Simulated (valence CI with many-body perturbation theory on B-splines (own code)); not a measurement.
**Bi2+: key properties**

Method: valence CI with perturbative core correlation (CI+MBPT): three valence electrons over a frozen Dirac-Fock core [Xe] 4f14 5d10, radial functions for each j: 11 s, 11 p, 9 d, 7 f, 5 g, 2 h, 1 i, with the one-electron correlation potential Σ1, the two-electron term Σ2, the three-electron term Σ3, Breit, model QED; selected CI, second order for the rest, scaled by the run's own slope (own B-spline code, finite nucleus).

Against 20 measured levels this calculation errs by 486 cm⁻¹ on average and by 1325 at most. These come from a selection out of Moore, Atomic Energy Levels, vol. III, NSRDS-NBS 35 (1971 reprint of NBS Circular 467, 1958), an old analysis. Levels without a partner in it may be off by more. The list stops below the first excitations out of the core.

Names give the largest LS component (configuration and term), which can be under half, so a name can repeat, a term be missing and a line seem to break the LS rules; names also repeat where a configuration has a term twice.

Rates and lifetimes use the calculated energies. Strong lines usually hold to 10 to 20 %, long lifetimes can be off by a factor of two.

(1) What is the ground level?

(2) How well does LS coupling describe the low levels?

(3) Name the longest-lived excited levels whose lifetime is computed, and their main decay.

(4) How is the term 2P° of the ground level split?

(5) Among levels below 19.917 eV, which E1 lines absorb most strongly from the ground level?

Answers

(1) 6s2 6p 2P°_1/2, composition 98 % 6s2 6p 2P°, g = 0.666.

(2) Among the lowest 20 levels the leading LS term, summed over configurations, holds 91 % on average. For single configurations the figures are 82 % in LS and 84 % in jj coupling. Terms mix most in the J = 5/2 level at 11.051 eV, where the leading one holds 61 %.

(3) 6s2 6p 2P°_3/2 at 2.617 eV lives 11.4 ms, mostly by M1 to 6s2 6p 2P°_1/2.

(4) J = 1/2 at 0.000, J = 3/2 at 2.617 eV.

(5) to 6s2 6d 2D_3/2 at 91.53 nm, f = 1.61; to 6s 6p2 2P_1/2 at 91.89 nm, f = 0.644; to 6s2 7s 2S_1/2 at 104.5 nm, f = 0.170.
